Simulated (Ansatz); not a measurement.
Computed with Ansatz on PBE0-D4/def2-TZVP structures; ΔE is electronic, products minus reactants. CBS: MP2 limit from def2 TZ/QZ plus the TZ coupled-cluster correction, frozen cores. This one scheme is used for every species. DFT in def2-TZVPP. B3LYP here is the variant with VWN-RPA as its local correlation; programs differ in this. def2 core potentials past Kr. For Sb, Se outer-core shells are correlated without core-valence functions, which leaves a few kJ/mol of doubt a bond. Scalar relativity is left out up to krypton. Each species was taken in one conformer, which may not be the lowest.

Consider the ligand exchange at the Si–Se bond: `[OH][SbH][SiH2][SeH]` + NH₃ → `N[SiH2][SbH][OH]` + H₂Se.

`[OH][SbH][SiH2][SeH]`:

```xyz
9

O    -0.576   -0.460    1.803
Sb    0.046   -1.664    0.344
Si    0.725    0.336   -1.162
Se   -0.448    2.136   -0.425
H    -0.179   -0.718    2.639
H    -1.491   -1.702   -0.407
H     0.386    0.053   -2.583
H     2.196    0.551   -1.086
H    -0.659    1.468    0.877
```

NH₃:

```xyz
4

N    -0.017   -0.171   -0.223
H     0.506    0.670   -0.434
H    -0.932    0.121    0.098
H     0.443   -0.619    0.559
```

`N[SiH2][SbH][OH]`:

```xyz
10

N    -1.833    0.403   -0.711
Si   -0.151    0.086   -0.901
Sb    0.977    0.740    1.326
O     2.323   -0.714    1.202
H    -2.364   -0.085   -0.008
H    -2.401    0.610   -1.518
H     0.314    0.952   -2.017
H     0.237   -1.321   -1.216
H    -0.210   -0.202    2.144
H     3.107   -0.469    1.700
```

H₂Se:

```xyz
3

Se    0.042   -0.655   -0.193
H     1.025    0.379    0.148
H    -1.066    0.277    0.044
```

| level | ΔE (kJ/mol) | difference from CCSD(T)/CBS |
| --- | --- | --- |
| PBE-D4 | 40.6 | 7.9 |
| r2SCAN-D4 | 33.3 | 0.6 |
| PBE0-D4 | 37.6 | 4.9 |
| B3LYP-D4 | 28.8 | -3.9 |
| ωB97X-V | 25.7 | -7.0 |
| ωB97M-V | 27.0 | -5.7 |
| B2PLYP | 25.9 | -6.8 |
| PBE | 36.4 | 3.7 |
| r2SCAN | 32.6 | -0.1 |
| PBE0 | 33.8 | 1.1 |
| B3LYP | 21.7 | -11.0 |
| HF/def2-TZVPP | 8.3 | -24.4 |
| MP2/def2-TZVPP | 34.7 | 2.0 |
| SCS-MP2/def2-TZVPP | 26.9 | -5.8 |
| CCSD/def2-TZVPP | 24.4 | -8.3 |
| CCSD(T)/def2-TZVPP | 29.1 | -3.6 |
| HF/def2-QZVPP | 6.1 | -26.6 |
| MP2/def2-QZVPP | 36.1 | 3.4 |
| SCS-MP2/def2-QZVPP | 27.8 | -4.9 |
| HF/CBS(def2) | 5.8 | -26.9 |
| MP2/CBS(def2) | 38.4 | 5.7 |
| CCSD/CBS(def2) | 28.0 | -4.7 |
| CCSD(T)/CBS | 32.7 | 0 |

Largest T1 diagnostic among the species: 0.014.

The D4 term adds +7.2 kJ/mol with B3LYP and +3.8 kJ/mol with PBE0; it sums over pairs of atoms, weighted by their polarisabilities, and B3LYP, whose exchange is more repulsive, gets the larger term. In def2-TZVPP, CCSD(T) changes the Hartree–Fock value by +20.8 kJ/mol (the triples alone add +4.7 kJ/mol) and MP2 by +26.4 kJ/mol.

CCSD(T)/CBS has its own doubt, a few kJ/mol and more with outer-core shells, so smaller differences from it don't rank the levels.
